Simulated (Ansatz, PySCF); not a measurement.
CsI, SMILES [I][Cs].

Coordinates come from a PBE-D3(BJ)/def2-TZVPD optimisation. The def2 effective core potentials stand for the cores of Cs, I; spin–orbit coupling is left out.

Vertical ionisation energy (IE) and electron affinity (EA) in eV. Rows of orbital energies are one-electron estimates. Where ΔSCF, EOM or ADC give a negative EA the extra electron is unbound and the value depends on the basis.

```json
[
 {"level": "−ε(HOMO), −ε(LUMO), CAM-B3LYP/def2-TZVPD (PySCF)", "IE": "6.54", "EA": "0.93"},
 {"level": "−ε(HOMO), −ε(LUMO), M06-2X/def2-TZVPD (PySCF)", "IE": "(withheld)", "EA": "(withheld)"},
 {"level": "−ε(HOMO), −ε(LUMO), PBE/def2-TZVPD (PySCF)", "IE": "4.39", "EA": "1.78"},
 {"level": "ΔSCF, CAM-B3LYP/def2-TZVPD (Ansatz), final states of multiplicity 2 and 2", "IE": "7.52", "EA": "0.56"},
 {"level": "ΔSCF, PBE/def2-TZVPD (Ansatz), final states of multiplicity 2 and 2", "IE": "7.55", "EA": "0.60"}
]
```

**Question.** Some entries are withheld; supply them. (An estimate is asked for; the answer gives what the named calculation found.)

**Answer.** 
- −ε(HOMO), −ε(LUMO), M06-2X/def2-TZVPD (PySCF), IE: 6.42
- −ε(HOMO), −ε(LUMO), M06-2X/def2-TZVPD (PySCF), EA: 1.27

**Question.** What vertical singlet–triplet gap does ΔSCF give with CAM-B3LYP/def2-TZVPD (Ansatz, an electronic-structure program) and with PBE/def2-TZVPD (Ansatz)? (An estimate is asked for; the answer gives what the named calculation found.)

**Answer.** 3.92 and 3.85 eV (triplet above singlet where positive).
